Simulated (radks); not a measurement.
Results of a calculation; reference values are marked as such.
C2+, configuration [He] 2s1 2p1 (not the ground configuration). Code: a radial shooting solver on a logarithmic mesh with Libxc functionals. Model: non-relativistic Kohn-Sham, r2SCAN, spin-polarised, spherical densities, point nucleus; open shells are filled with parallel spins first; meta-GGA in the generalised Kohn-Sham scheme.

Normalised radial functions P(r) = r R(r), r in bohr:

r          1s up  1s down   2p up
0.009287  0.2435   0.2435  0.0007
0.01134   0.2938   0.2937  0.0010
0.01385   0.3535   0.3534  0.0015
0.01692   0.4239   0.4238  0.0023
0.02067   0.5062   0.5062  0.0034
0.02525   0.6016   0.6015  0.0050
0.03083   0.7107   0.7106  0.0073
0.03796   0.8386   0.8385  0.0108
0.04637   0.9743   0.9742  0.0157
0.05664   1.1196   1.1195  0.0227
0.06917   1.2695   1.2695  0.0327
0.08449   1.4166   1.4166  0.0467
0.1032    1.5502   1.5503  0.0661
0.126     1.6569   1.6572  0.0926
0.1552    1.7227   1.7232  0.1297
0.1895    1.7268   1.7276  0.1766
0.2315    1.6604   1.6615  0.2363
0.2828    1.5187   1.5199  0.3097
0.3454    1.3078   1.3088  0.3958
0.4218    1.0472   1.0477  0.4936
0.5152    0.7677   0.7679  0.5995
0.6344    0.4967   0.4964  0.7067
0.7748    0.2890   0.2865  0.7920
0.9464    0.1478   0.1411  0.8431
1.156     0.0629   0.0571  0.8386
1.412     0.0214   0.0183  0.7679
1.724     0.0056   0.0044  0.6360
2.106     0.0011   0.0008  0.4663
2.593     0.0001   0.0001  0.2887
3.167     0.0000   0.0000  0.1522
3.869     0.0000   0.0000  0.0653
4.725     0.0000   0.0000  0.0219

1s up: eigenvalue -311.96 eV, 0 radial nodes, <r> = 0.270 bohr, 90 % of the charge inside 0.483 bohr. 1s down: eigenvalue -310.36 eV, 0 radial nodes, <r> = 0.269 bohr, 90 % of the charge inside 0.482 bohr. 2p up: eigenvalue -33.126 eV, 0 radial nodes, <r> = 1.31 bohr, 90 % of the charge inside 2.13 bohr.
